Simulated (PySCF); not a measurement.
Magnetisability: `C/C=C/[C@@H](C)[O][GaH][F]`, C5H10FGaO

Geometry (Å), atoms numbered from 1 in this order:
```xyz
18

C     2.595    0.894    0.023
C     1.161    0.699   -0.334
C     0.653   -0.383   -0.897
C    -0.798   -0.613   -1.239
C    -1.285   -1.884   -0.536
O    -1.639    0.468   -0.922
Ga   -1.969    1.381    0.513
F    -1.352    1.057    2.121
H     2.994    1.771   -0.486
H     3.185    0.024   -0.255
H     2.691    1.060    1.095
H     0.515    1.551   -0.099
H     1.290   -1.219   -1.151
H    -0.876   -0.752   -2.330
H    -1.224   -1.727    0.543
H    -0.676   -2.739   -0.814
H    -2.322   -2.077   -0.806
H    -2.953    2.497    0.298
```

Computed with GIAO B3LYP/pcSseg-1 magnetisability, rotational g tensor and spin-rotation constants, non-relativistic, gas phase (PySCF 2.14.0). Geometry: GFN2-xTB.

The calculation is non-relativistic, which matters for the atoms heavier than Zn.

Task: How diamagnetic is it, and how anisotropic?

Result: Isotropic -1477 × 10⁻³⁰ J/T², or -89.0 × 10⁻⁶ cm³/mol; principal values -1600, -1453, -1378 × 10⁻³⁰ J/T², anisotropy 196 × 10⁻³⁰ J/T² (root of half the summed squared differences of the principal values). The susceptibility is in cgs units.

Task: Split it along the inertial axes a, b, c into diamagnetic and paramagnetic parts about the centre of mass, with the quadrupole moment.

Result: 
```csv
axis,χ (10⁻⁶ cm³/mol),diamagnetic (10⁻⁶ cm³/mol),paramagnetic (10⁻⁶ cm³/mol),summed x² of all electrons (Å²),quadrupole Θ (D Å)
a,-86.3,-833.5,747.2,244.5,+4.61
b,-85.5,-1256.5,1171.0,144.9,+2.54
c,-95.0,-1652.1,1557.0,51.6,-7.16
```
Anisotropies 2χaa − χbb − χcc = +7.8 and 2χbb − χaa − χcc = +10.3 × 10⁻⁶ cm³/mol. Θ is traceless in Buckingham's convention.

Task: And the rotational g tensor?

Result: 
| axis | rotational constant (GHz) | g | nuclear part | electronic part |
| --- | --- | --- | --- | --- |
| a | 1.7119 | -0.0168 | 0.5841 | -0.6009 |
| b | 1.0213 | -0.0098 | 0.5520 | -0.5618 |
| c | 0.7730 | -0.0019 | 0.5635 | -0.5654 |

Asymmetric top; isotopes 12C, 19F, 69Ga, 1H, 16O; no vibrational averaging.
